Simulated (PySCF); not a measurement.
# `O=C([O-])c1sccc1C(F)(F)F`: 4 charge schemes on one density

C6H2F3O2S (charge -1).
Structure used (GFN2-xTB), in Å, numbered top down from 1:
```xyz
14
C6H2F3O2S angstrom
O     -1.6894    2.7180   -0.3201
C     -1.8172    1.4851   -0.2424
O     -2.7992    0.7551   -0.2648
C     -0.4134    0.8382   -0.0912
S      0.7568    2.0875   -0.0929
C      2.0358    0.9401    0.0847
C      1.5805   -0.3362    0.1415
C      0.1636   -0.3969    0.0397
C     -0.5880   -1.6762    0.0726
F      0.2469   -2.7469    0.2076
F     -1.4469   -1.7917    1.1008
F     -1.2877   -1.9374   -1.0454
H      3.0549    1.2699    0.1376
H      2.2025   -1.2091    0.2502
```

Density: PBE0/pcSseg-1 (PySCF); schemes: Mulliken, IAO, Hirshfeld and ESP-fitted. Geometry: GFN2-xTB; no solvent, vibrations or thermal averaging. The pcSseg-1 basis has no diffuse functions, a weakness for an anion.

Tabulate the Mulliken, IAO, Hirshfeld and ESP-fitted charges.

In e; atoms taken as equivalent share a row and are averaged (×n: the atom named and its like, n in all):

```
       atom                        environment  Mulliken     IAO  Hirshfeld  ESP-fitted
      O1/O3                 carboxylate oxygen    -0.547  -0.626     -0.401      -0.671
         C2                 carboxylate carbon    +0.594  +0.512     +0.101      +0.690
         C4        substituted aromatic carbon    -0.443  -0.194     -0.046      -0.031
         S5              thiophene-type sulfur    +0.326  +0.394     +0.086      +0.057
         C6  aromatic CH next to a ring sulfur    -0.290  -0.361     -0.122      -0.344
         C7                 aromatic CH carbon    +0.005  -0.196     -0.103      -0.226
         C8        substituted aromatic carbon    -0.327  -0.125     -0.084      -0.115
         C9                         CF3 carbon    +0.959  +0.807     +0.253      +0.630
F10/F11/F12            fluorine of a CF3 group    -0.288  -0.294     -0.115      -0.227
        H13                  aromatic hydrogen    +0.086  +0.148     +0.030      +0.198
        H14                  aromatic hydrogen    +0.051  +0.148     +0.030      +0.166
```

Mean size of the charges over all atoms: Mulliken 0.360 e, IAO 0.358 e, ESP-fitted 0.320 e, Hirshfeld 0.143 e. Each set sums to the total charge, -1, to within 0.001 e. The Hirshfeld scheme weights the molecular density at each point by an atom's share of the summed free-atom densities. The IAO scheme projects the occupied orbitals on a minimal set of polarised atomic orbitals and counts the electrons in each atom's part of it.

Some averages cover members that differ in this geometry: O1/O3, Mulliken -0.572 to -0.523; O1/O3, IAO -0.648 to -0.604; F10/F11/F12, ESP-fitted -0.252 to -0.214; F10/F11/F12, Mulliken -0.314 to -0.276 e.

Lowest charge. All schemes agree: Mulliken O1/O3 (-0.547); IAO O1/O3 (-0.626); Hirshfeld O1/O3 (-0.401); ESP-fitted O1/O3 (-0.671).

Highest charge. The schemes don't all agree: Mulliken C9 (+0.959); IAO C9 (+0.807); Hirshfeld C9 (+0.253); ESP-fitted C2 (+0.690).

How closely do the schemes follow one another over all atoms?

Correlation coefficient and root-mean-square difference: Mulliken with IAO 0.96, 0.122 e; IAO with ESP-fitted 0.95, 0.127 e; IAO with Hirshfeld 0.94, 0.252 e; Hirshfeld with ESP-fitted 0.93, 0.237 e; Mulliken with ESP-fitted 0.89, 0.194 e; Mulliken with Hirshfeld 0.87, 0.292 e.

How many electrons does the IAO scheme count on O1?

Its own charge is -0.648 e, so Z − q = 8.648.

Sum the charges by element, for elements with more than one atom.

| element | atoms | Mulliken | IAO | Hirshfeld | ESP-fitted |
| --- | --- | --- | --- | --- | --- |
| O | 2 | -1.095 | -1.252 | -0.802 | -1.343 |
| C | 6 | +0.498 | +0.443 | -0.001 | +0.604 |
| F | 3 | -0.865 | -0.881 | -0.344 | -0.681 |
| H | 2 | +0.137 | +0.296 | +0.060 | +0.363 |
